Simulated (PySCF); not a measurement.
Some computed properties have been withheld. Give your best values.

Compound: C6H12AlOP.
Cartesian coordinates in Å at the PBE0-D3(BJ)/def2-SVP level; atoms count from 1:
```xyz
21
C6H12AlOP angstrom
C      2.339    2.773   -0.252
C      1.618    1.799   -0.180
P      0.675    0.322   -0.090
Al     1.883   -1.848   -0.379
C     -0.704    0.541   -1.288
C     -1.827   -0.428   -0.919
O     -2.342   -0.191    0.363
C     -1.463   -0.521    1.402
C     -0.268    0.429    1.485
H      2.980    3.635   -0.315
H      3.399   -1.376   -0.582
H      1.052   -2.353   -1.662
H      1.462   -2.488    1.037
H     -1.064    1.581   -1.245
H     -0.324    0.334   -2.300
H     -1.467   -1.473   -1.012
H     -2.661   -0.302   -1.625
H     -2.039   -0.462    2.337
H     -1.105   -1.566    1.298
H     -0.610    1.464    1.637
H      0.400    0.146    2.313
```

```csv
property,level,value
point group,PBE0-D3(BJ)/def2-SVP,Cs
"rotational constants A, B, C",PBE0-D3(BJ)/def2-SVP,"1.362, 0.948, 0.740 GHz"
dipole moment,B3LYP/def2-SVPD,4.46 D
HOMO energy,B3LYP/def2-SVPD,?
LUMO energy,B3LYP/def2-SVPD,-1.16 eV
lowest singlet excitation,TDDFT B3LYP/def2-SVPD,"5.23 eV (237 nm, f = 0.008)"
strongest line among the 10 lowest singlet transitions,TDDFT B3LYP/def2-SVPD,"S4 at 5.73 eV (216 nm, f = 0.071)"
lowest triplet excitation (Tamm–Dancoff),TDA B3LYP/def2-SVPD,?
static isotropic polarisability,B3LYP/def2-SVPD,?
vertical ionisation energy,ΔSCF B3LYP/def2-SVPD,9.21 eV
electronic spatial extent ⟨r²⟩ about the centre of nuclear charge,B3LYP/def2-SVPD,?
13C chemical shifts (computed TMS as zero) by class,GIAO B3LYP/pcSseg-1,?
1H chemical shifts (computed TMS as zero) by class,GIAO B3LYP/pcSseg-1,"4.07 (H17/H18), 3.79 (H11/H12/H13), 3.67 (H16/H19), 2.90 (H10), 2.02 (H14/H20), 1.68 (H15/H21) ppm"
"isotropic shieldings of nuclei other than C and H, by class",GIAO B3LYP/pcSseg-1,?
```

Gas-phase values; electronic properties from PySCF, density fitting. The structure is a single PBE0-D3(BJ)/def2-SVP conformer in the gas phase; no vibrational or solvent corrections.

Give the static isotropic polarisability.

133.0 au.

Give the lowest triplet excitation (Tamm–Dancoff).

4.76 eV.

Give the isotropic shieldings of nuclei other than C and H, by class.

285 (O7), 440 (Al4), 370 (P3) ppm.

The HOMO energy?

-7.33 eV.

Give the 13C chemical shifts (computed TMS as zero) by class.

103.1 (C1), 78.8 (C2), 66.8 (C6/C8), 28.1 (C5/C9) ppm.

Give the electronic spatial extent ⟨r²⟩ about the centre of nuclear charge.

1760 bohr².

The rotational constants make it an asymmetric top with κ = (2B − A − C)/(A − C) = -0.33, nearer the prolate limit (−1). The polarisability is 19.71 Å³ as a volume (1 au = 0.148185 Å³), or 1.58 au for each of the 84 electrons. The vertical singlet–triplet gap S1 − T1 is 0.47 eV (TDDFT singlet less Tamm–Dancoff triplet; S1: HOMO−2→LUMO, weight 0.63; T1: HOMO−2→LUMO+1, weight 0.45, beside HOMO−4→LUMO, weight 0.25). The dipole matches unit charges of opposite sign 0.93 Å apart (1 e·Å = 4.8032 D). No computed singlet falls in the visible range (750 to 380 nm, 1.65 to 3.26 eV); S1 lies 1.97 eV above its blue end.
